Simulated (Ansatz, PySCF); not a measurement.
Gas-phase reaction (SMILES): C[Si](C)(O)O + 3 [SiH4] (SiH4) -> 2 C[SiH3] [methylsilane] + 2 O[SiH3]; bond separation energy.

Structures are relaxed separately at B3LYP-D3(BJ)/def2-TZVP in Ansatz (a program for electronic structure), one conformer each, not searched for the lowest. Valence correlation only, unless marked. Spin-orbit coupling is left out. No relativistic terms. CBS(X,Y): correlation extrapolated as X^-3; Hartree-Fock from the larger set. [CCSD(T)-MP2]/basis is that difference in the basis named. Thermal terms are rigid-rotor harmonic-oscillator values from B3LYP-D3(BJ) frequencies (PySCF) at 298.15 K and 1 atm. 1 Eh = 627.5095 kcal/mol.

```tsv
species	E, RI-MP2/CBS(cc-pV(T+d)Z,cc-pV(Q+d)Z)+[CCSD(T)-MP2]/cc-pV(T+d)Z (Ansatz) (Eh)	E, PBE0-D4/def2-TZVPD (Ansatz + dftd4) (Eh)	H - E (Eh)	G - E (Eh)
C[Si](C)(O)O	-520.48113	-520.83511	0.11105	0.06958
C[SiH3]	-330.73641	-331.05339	0.06602	0.03705
O[SiH3]	-366.68646	-366.99078	0.04319	0.01395
[SiH4] (SiH4)	-291.46100	-291.75741	0.03520	0.01198
```

Task: Work out ΔE and ΔH, ΔG, ΔS and the equilibrium constant at 298.15 K at the first level, then ΔH at the second.

Result: 
1. ΔE = [2×(-330.73641) + 2×(-366.68646)] - [(-520.48113) + 3×(-291.46100)] = 0.01839 Eh = 11.5 kcal/mol at RI-MP2/CBS(cc-pV(T+d)Z,cc-pV(Q+d)Z)+[CCSD(T)-MP2]/cc-pV(T+d)Z.
2. The terms H - E add up to 0.00177 Eh, so ΔH = (0.01839 + (0.00177))×627.5095 = 12.7 kcal/mol.
3. The terms G - E add up to -0.00352 Eh, so ΔG = 9.3 kcal/mol, and ΔS = (0.00177 - (-0.00352))×627509.5/298.15 = 11.1 cal/(mol K).
4. log10 K = -ΔG/(RT ln 10) = -6.8, with RT ln 10 = 1.3642 kcal/mol.
5. At PBE0-D4/def2-TZVPD the same steps give ΔE = 11.9 and ΔH = 13.0 kcal/mol, a shift of +0.3 from the first level.
6. These values are not checked against measurement here, since the tables used lack a sound gas-phase enthalpy of formation for at least one species.
